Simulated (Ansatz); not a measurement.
`C[NH+](C)[InH3-]`. Total charge 0; spin multiplicity 1. In: def2 effective core potential.

```xyz
14

C     0.728    0.702   -1.132
N    -0.325    0.017   -0.385
C    -1.115    0.936    0.431
In    0.582   -1.728    0.944
H     1.259   -0.016   -1.756
H     0.329    1.506   -1.761
H     1.440    1.132   -0.425
H    -0.939   -0.454   -1.040
H    -0.470    1.375    1.194
H    -1.912    0.386    0.932
H    -1.551    1.745   -0.167
H    -0.926   -2.302    1.590
H     1.569   -0.689    1.928
H     1.331   -2.608   -0.354
```

Problem. List the harmonic frequencies (cm⁻¹, unscaled) at PBE0-D4/def2-TZVP in Ansatz. (Best estimate.)

Solution. Computed: 70, 148, 151, 217, 232, 308, 384, 399, 435, 603, 603, 629, 932, 970, 1037, 1095, 1174, 1226, 1273, 1438, 1456, 1465, 1484, 1499, 1503, 1506, 1756, 1758, 1774, 3027, 3029, 3113, 3116, 3152, 3153, 3531.

Problem. Is this a minimum?

Solution. Yes, all 36 modes are real.

Problem. Give the ideal-gas thermochemistry at 298.15 K and 1 bar (rigid rotor, harmonic oscillator; point group Cs, symmetry number 1).

Solution. Zero-point energy 296.9 kJ/mol; H(298) − E = 320.4 kJ/mol; entropy 366.9 J/(mol·K), of which translation 172.4, rotation 113.2, vibration 81.4; G(298) − E = 211.0 kJ/mol. Modes under 100 cm⁻¹ are hindered rotations or soft bends, so the harmonic entropy is rough.

Problem. And at 400, 500, 600, 800 and 1000 K?

Solution. 
```csv
T (K),H − E (kJ/mol),S (J/mol/K),G − E (kJ/mol)
400,334.1,406.3,171.6
500,350.0,441.7,129.1
600,368.1,474.6,83.3
800,409.6,534.1,-17.7
1000,456.6,586.5,-129.9
```

Problem. Rotational constants (cm⁻¹)?

Solution. 0.2513, 0.06218, 0.05369.
